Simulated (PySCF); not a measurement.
C2H4ClFSi2, SMILES C#C[SiH2][Si@H](F)Cl.

Geometry optimised at B3LYP-D3(BJ)/def2-SVP. The structure was generated by enumeration; whether it is a known compound was not checked. Other conformers were not sampled.

These are SMD-ωB97X/6-31G* (PySCF) values and carry that method's errors.

Solvation free energies are E(SMD) − E(gas) at the gas-phase geometry, for 1 M in both phases. In vacuum the dipole moment is 1.72 D.

```json
[
 {"solvent": "water", "ΔG(solv) (kcal/mol)": "0.6", "its non-electrostatic (CDS) part": "5.9", "dipole (D)": "2.13"},
 {"solvent": "ethanol", "ΔG(solv) (kcal/mol)": "?", "its non-electrostatic (CDS) part": "?", "dipole (D)": "?"},
 {"solvent": "n-hexane", "ΔG(solv) (kcal/mol)": "-2.2", "its non-electrostatic (CDS) part": "-0.4", "dipole (D)": "1.86"}
]
```

Problem. Some entries are withheld; supply them. (The exact figures need the calculation; the answer reports its results.)

Solution. 
- ethanol, ΔG(solv) (kcal/mol): -3.7
- ethanol, its non-electrostatic (CDS) part: 1.4
- ethanol, dipole (D): 2.11
